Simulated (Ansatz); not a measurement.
Isomers of Sn3H6 (singlet), relaxed with PBE0-D4/def2-SVP; total energies from Ansatz at PBE0-D4/def2-TZVP.

| isomer | description | energy (Eh) |
| --- | --- | --- |
| A | point group not assigned; 1 × Sn–Sn 2.87 Å; 8 × H–Sn 1.72 to 1.97 Å | -646.50418 |
| B | point group not assigned; 2 × Sn–Sn 2.78 to 2.89 Å; 6 × H–Sn 1.71 to 1.89 Å | -646.50909 |
| C | point group not assigned; 3 × Sn–Sn 2.81 Å; 6 × H–Sn 1.71 to 1.72 Å | -646.49958 |

In the def2 sets Sn takes a core potential; there is no spin–orbit coupling.

The isomers come from a short search, and lower ones may exist.

Question: Work out the relative energies (1 Eh = 2625.5 kJ/mol) and the Boltzmann populations at 800 K from electronic energies alone (R = 8.314 J/mol/K).

Answer: ΔE: A 12.9, B 0.0, C 25.0 kJ/mol. RT = 6.65 kJ/mol. Factors exp(−ΔE/RT): A 0.144, B 1, C 0.0233; sum 1.167. Populations: A 12.3 %, B 85.7 %, C 2.0 %. Zero-point energy, vibrational entropy and symmetry numbers are left out and can shift these; an error of 4 kJ/mol changes a ratio by a factor of 1.8. Over the other density-functional and correlated levels in def2 sets, the gap between B and A ranges from 1 to 21 kJ/mol.
